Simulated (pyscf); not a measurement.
`[CH2]=[CH][CH2-]`, singlet

Gas-phase minimum from PySCF at ωB97X-D3(BJ)/def2-SVPD, one conformer. 

```
C
C 1 1.3958
H 2 1.0949 1 120.79
C 1 1.3958 2 132.45 3 -179.68
H 4 1.0949 1 120.77 2 -179.75
H 4 1.0971 5 117.49 1 -179.63
H 2 1.0971 3 117.50 1 -179.48
H 1 1.1055 2 113.78 3 0.34
```
Charge -1, spin multiplicity 1.

Properties at ωB97X-D3(BJ)/def2-SVPD:

```json
{
 "harmonic_wavenumbers_unscaled": "338, 389, 433, 511, 670, 917, 1010, 1026, 1229, 1256, 1396, 1475, 1600, 3045, 3106, 3115, 3190, 3195 cm⁻¹",
 "zero_point_energy": "39.9 kcal/mol",
 "rotational_symmetry_number": "2",
 "Entropy of this conformer at 298 K and 1 atm, rigid rotor and harmonic oscillator, modes under 100 cm⁻¹ raised to 100": "259.0 J/(mol K)",
 "dipole_moment": "depends on origin"
}
```

Single-point totals, which compare only within one level (frozen core for MP2 and CC):

```
level                    total energy (hartree)
-----------------------  ----------------------
ωB97X-D3(BJ)/def2-TZVPD              -117.37235
PBE/def2-TZVPD                       -117.14978
r²SCAN/def2-TZVPD                    -117.23537
B3LYP-D3(BJ)/def2-TZVPD              -117.33084
PBE0-D3(BJ)/def2-TZVPD               -117.16476
M06-2X/def2-TZVPD                    -117.25039
ωB97M-D3(BJ)/def2-TZVPD              -117.34383
HF/def2-TZVPPD                       -116.46621
MP2/def2-TZVPPD                      -116.99445
CCSD/def2-TZVPPD                     -117.01878
CCSD(T)/def2-TZVPPD                  -117.04542
```

The CCSD(T) − MP2 part came from Ansatz, without density fitting, on the same reference.
